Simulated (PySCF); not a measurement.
Au²⁺: ionisation energy

Au²⁺ [Xe] 4f14 5d9 [5d3/2^4 5d5/2^5, M_J = 5/2] → Au³⁺ [Xe] 4f14 5d8 [5d3/2^4 5d5/2^4, M_J = 4], as a difference of total energies. Computed with PySCF 2.14 in x2c-TZVPPall-2c (11s11p10d3f1g, 124 functions), with the two-component X2C-1e Hamiltonian. Correlated levels: [Kr] 4d10 4f14 frozen; the 34 highest virtual spinors dropped. "Screened" scales the spin-orbit matrix elements by Boettger's factors to mimic the two-electron term; Breit and QED terms are absent.

```
                    method  ionisation energy (eV)
           GHF (spin-free)                  30.982
          GMP2 (spin-free)                  32.624
 GHF (screened spin-orbit)                  30.450
GMP2 (screened spin-orbit)                  32.065
```

Q: How much does correlation contribute at GMP2 (screened spin-orbit)?

A: 32.065 − (30.450) = 1.615 eV, measured against GHF (screened spin-orbit).

The spin-free rows relax to the high-spin LS determinant and lack the spin-orbit shift.

Errors of the correlated levels include the incompleteness of this basis and the frozen core.

The labels give the starting determinants; with spin-orbit coupling the two ends relaxed to ⟨J²⟩ = 8.82, ⟨L²⟩ = 6.21, ⟨S²⟩ = 0.93 and ⟨J²⟩ = 20.01, ⟨L²⟩ = 12.50, ⟨S²⟩ = 2.08.

For comparison: 30 ± 1.6 eV (theoretical estimate listed by NIST; NIST Atomic Spectra Database, ionization energies).
